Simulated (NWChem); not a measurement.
System: SiICl2F; SMILES F[Si](Cl)(Cl)I

Input file for NWChem:

```
start job
memory heap 200 mb stack 900 mb global 1100 mb
geometry units angstroms noautosym nocenter noautoz
  F      1.878820     1.120478     0.000000
  Si     0.277707     0.853898     0.000000
  Cl    -0.505693     1.733092    -1.678561
  Cl    -0.505693     1.733092     1.678561
  I     -0.107022    -1.543524     0.000000
end
basis spherical
  * library def2-svpd
end
ecp
  I library def2-ecp
end
dft
  xc b3lyp
  iterations 150
end
property
  response 1 0.0773
end
task dft property
```

Excerpt of the output:

```
             Northwest Computational Chemistry Package (NWChem) 7.3.0
             --------------------------------------------------------

                             Geometry "geometry" -> ""
                             -------------------------

 Output coordinates in angstroms (scale by  1.889725989 to convert to a.u.)

  No.       Tag          Charge          X              Y              Z
 ---- ---------------- ---------- -------------- -------------- --------------
    1 F                    9.0000     1.87882000     1.12047800     0.00000000
    2 Si                  14.0000     0.27770700     0.85389800     0.00000000
    3 Cl                  17.0000    -0.50569300     1.73309200    -1.67856100
    4 Cl                  17.0000    -0.50569300     1.73309200     1.67856100
    5 I                   53.0000    -0.10702200    -1.54352400     0.00000000

 Effective nuclear repulsion energy (a.u.)     759.0108090735

                                 NWChem DFT Module
                                 -----------------

 Summary of "ao basis" -> "ao basis" (spherical)
 ------------------------------------------------------------------------------
       Tag                 Description            Shells   Functions and Types
 ---------------- ------------------------------  ------  ---------------------
 F                         def2-svpd                 9       23   4s3p2d
 Si                        def2-svpd                10       24   5s3p2d
 Cl                        def2-svpd                11       27   5s4p2d
 I                         def2-svpd                13       35   5s5p3d

            General Information
            -------------------
          SCF calculation type: DFT
          Wavefunction type:  closed shell.
          No. of atoms     :     5
          No. of electrons :    82
           Alpha electrons :    41
            Beta electrons :    41
          Charge           :     0
          Spin multiplicity:     1
          Use of symmetry is: off; symmetry adaption is: off
          Maximum number of iterations: 150
          AO basis - number of functions:   136
                     number of shells:    54
          Convergence on energy requested:  1.00D-06
          Convergence on density requested:  1.00D-05
          Convergence on gradient requested:  5.00D-04

              XC Information
              --------------
                         B3LYP Method XC Potential
                     Hartree-Fock (Exact) Exchange  0.200
                        Slater Exchange Functional  0.800 local
                    Becke 1988 Exchange Functional  0.720 non-local
              Lee-Yang-Parr Correlation Functional  0.810
                  VWN I RPA Correlation Functional  0.190 local

             Grid Information
             ----------------
          Grid used for XC integration:  medium
          Radial quadrature: Mura-Knowles
          Angular quadrature: Lebedev.
          Tag              B.-S. Rad. Rad. Pts. Rad. Cut. Ang. Pts.
          ---              ---------- --------- --------- ---------
          F                   0.50       49          13.0       434
          Si                  1.10       88          12.0       590
          Cl                  1.00       88          14.0       590
          I                   1.40      123          13.0       590
          Grid pruning is: on
          Number of quadrature shells:   436
          Spatial weights used:  Erf1

      Superposition of Atomic Density Guess
      -------------------------------------

 Sum of atomic energies:       -1653.82194772

      Non-variational initial energy
      ------------------------------

 Total energy =   -1604.365369
 1-e energy   =   -3319.287863
 2-e energy   =    1217.520471
 HOMO         =      -0.355768
 LUMO         =      -0.009583

   convergence    iter        energy       DeltaE   RMS-Dens  Diis-err
 ---------------- ----- ----------------- --------- --------- ---------
 d= 0,ls=0.0,diis     1  -1607.2176762280 -2.10D+03  1.94D-02  9.83D-01
 d= 0,ls=0.0,diis     2  -1607.0804571629  1.37D-01  1.06D-02  2.21D+00
 d= 0,ls=0.0,diis     3  -1607.3331973168 -2.53D-01  1.12D-03  2.73D-02
 d= 0,ls=0.0,diis     4  -1607.3349785836 -1.78D-03  6.30D-04  7.16D-03
 d= 0,ls=0.0,diis     5  -1607.3357179617 -7.39D-04  1.51D-04  3.79D-04
  Resetting Diis
 d= 0,ls=0.0,diis     6  -1607.3357693914 -5.14D-05  3.73D-05  1.30D-05
 d= 0,ls=0.0,diis     7  -1607.3357708177 -1.43D-06  2.15D-05  1.19D-06
 d= 0,ls=0.0,diis     8  -1607.3357707199  9.79D-08  1.20D-05  1.72D-06
 d= 0,ls=0.0,diis     9  -1607.3357710181 -2.98D-07  1.13D-06  1.67D-08

         Total DFT energy =    -1607.335771018092
      One electron energy =    -3319.569046591152
           Coulomb energy =     1325.127209093442
    Exchange-Corr. energy =     -110.295956705848
 Nuclear repulsion energy =      497.402023185466

 Numeric. integr. density =       81.999998811114

                       DFT Final Molecular Orbital Analysis
                       ------------------------------------

[...]

 DFT Linear Response polarizability / au
 Frequency  =       0.0773000 / au
 Wavelength =     589.4353558 / nm
              X              Y              Z
 -----------------------------------------------
 X      72.2249071     -2.0661192      0.0000001
 Y      -2.0660463    107.7695050     -0.0000002
 Z       0.0000001     -0.0000002     88.5890576
 -----------------------------------------------
 Eigenvalues =      72.1052117    107.8892003     88.5890576
 Isotropic   =      89.5278232
 Anisotropic =      31.0218191
 -----------------------------------------------

 Magnetic Dipole Response Matrix (nonzero elements):

 Exiting AOResponse driver routine
```

Level: B3LYP/def2-SVPD with def2 effective core potentials on I. Structure relaxed at the PBE-D3(BJ)/def2-SVP level. def2 effective core potentials on I; no spin-orbit coupling.
